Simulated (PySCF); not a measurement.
Give a PBE0-D3(BJ)/def2-SVP geometry of `Cl/C1CCCCCC/C=1`.

```xyz
22
C8H13Cl angstrom
Cl     0.2095    2.2083   -1.2828
C      0.2115    1.9071    0.4431
C      1.2921    1.4192    1.0622
C      2.3640    0.6371    0.3964
C      1.8805   -0.8323    0.4413
C      0.4291   -1.0713   -0.0140
C     -0.7169   -0.7766    0.9928
C     -1.6765    0.3862    0.6887
C     -1.1470    1.7944    1.0410
H      1.1755    1.2670    2.1421
H      3.3418    0.7253    0.8953
H      2.4861    0.9628   -0.6474
H      1.9984   -1.2182    1.4700
H      2.5567   -1.4391   -0.1847
H      0.3611   -2.1358   -0.2906
H      0.2511   -0.5195   -0.9519
H     -0.2978   -0.6453    2.0064
H     -1.3410   -1.6823    1.0633
H     -1.9377    0.3678   -0.3832
H     -2.6209    0.2262    1.2353
H     -1.0596    1.8918    2.1358
H     -1.8411    2.5704    0.6840
```

Any rigid rotation of these coordinates is as good. Atoms count from 1 in this order. Of the pairs four or more bonds apart, C3···C7 is among the closest relative to their van der Waals radii: 2.98 Å, 88 % of the sum of Bondi's values. The 8 C–C bonds span 1.338 Å (C2=C3, drawn double) to 1.554 Å (C6–C7, drawn single), a spread of 0.216 Å. The 8-membered ring C2–C3–C4–C5–C6–C7–C8–C9 has internal angles of 105.2° to 124.6°; it is puckered, 0.30 Å rms from its mean plane.

Bonds between heavy atoms (Å): Cl1–C2 1.752, C2=C3 1.338, C3–C4 1.485, C4–C5 1.547, C5–C6 1.540, C6–C7 1.554, C7–C8 1.538, C8–C9 1.545, C2–C9 1.489.

Computed with PySCF, PBE0-D3(BJ)/def2-SVP geometry optimisation, gas phase.

Point group: C1 (no symmetry element, even within 0.4 Å). Not checked by PBE0-D3(BJ)/def2-SVP frequencies. The numbers are those of one conformer (C2–C3–C4–C5 -87°, C3–C4–C5–C6 48°, C4–C5–C6–C7 -80°, C5–C6–C7–C8 113°).
